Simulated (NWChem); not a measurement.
System: AlSiH5; SMILES [AlH2][SiH3]

Computed with NWChem. All runs use the structure optimised with PBE-D3(BJ)/def2-SVP.

**Question.** Predict the results for PBE/def2-TZVPP. Quantities: highest occupied level (eV); orbital gap (eV); dipole (D).

**Answer.** 
```
Quantity                     Value
---------------------------  -----
highest occupied level (eV)  -6.56
orbital gap (eV)              3.66
dipole (D)                    0.21
```
